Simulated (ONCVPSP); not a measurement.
**phosphorus, ONCV: configuration errors across variants**

phosphorus, optimised norm-conserving Vanderbilt (ONCV), made with ONCVPSP 4.0.1 (PBE, scalar-relativistic). Core [He], reference 2s2 2p6 3s2 3p3. Waves: 2s+3s: rc 0.75 bohr, ncon 3, nbas 6, qcut 16.2 1/bohr, 2 projectors; 2p+3p: rc 0.80 bohr, ncon 4, nbas 7, qcut 20.4 1/bohr, 2 projectors; d scattering state at 0.46 Ha: rc 0.75 bohr, ncon 3, nbas 6, qcut 11.7 1/bohr, local. Local part: the d channel. Core correction: Teter function, fcfact 5.75, rcfact 1.

All-electron excitation energies from the reference (eV): (1) 2s2 2p6 3s2 3p2 9.730; (2) 2s2 2p6 3s2 3p1 28.877; (3) 2s2 2p6 3s2 3p0 58.616; (4) 2s2 2p5 3s2 3p3 140.321.

4 further variants failed, have other tests or too few solved ones, and are left out.

Errors AE − PS in meV (a dash: test not solved or not reliable):

| change | (1) | (2) | (3) | (4) | bound ghosts | GHOST(+) flags above zero |
| --- | --- | --- | --- | --- | --- | --- |
| base | +0.5 | +2.2 | +7.4 | +283 | none | none |
| d: rc 0.6 | +0.5 | +2.2 | +7.5 | +288 | none | none |
| d: rc 0.72 | +0.5 | +2.2 | +7.4 | +283 | none | none |

Problem. Give the same row for: d: rc 0.54.

Solution. +0.5, +2.3, +7.5, +288; bound ghosts: none; GHOST(+) flags above zero: none.
